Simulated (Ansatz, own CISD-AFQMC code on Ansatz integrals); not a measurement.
C2H2Si, SMILES `C1=C[Si]1` (charge 0, multiplicity 1).

Cartesian coordinates (Å):
SMILES: C1=C[Si]1
```xyz
5

C      0.6542     0.0076     0.4331
C     -0.6520    -0.0735     0.1533
Si    -0.0557     1.6500     0.0705
H      1.4265    -0.7052     0.6936
H     -1.3731    -0.8790     0.0939
```
Charge 0, spin multiplicity 1.

Frozen-core correlation energies in cc-pVTZ at a geometry from B3LYP-D3(BJ)/def2-TZVP, on an HF energy of -365.78417 Ha (<S^2> = 0.00). Wave-function levels are from Ansatz, the walk from an own CISD-AFQMC code on Ansatz integrals (time step 0.005/Ha, trial state from CCSD amplitudes, largest double 0.08).

| level | correlation energy (mHa) |
|---|---|
| MP2 | -403.1 |
| CCSD | -425.3 |
| CCSD(T) | -448.5 |

Question: What correlation energy does phaseless AFQMC give, and where does it lie among these levels?

Answer: -450.6 ± 0.4 mHa (one standard error). AFQMC minus each level: MP2 -47.6 mHa, CCSD -25.3 mHa, CCSD(T) -2.1 mHa.
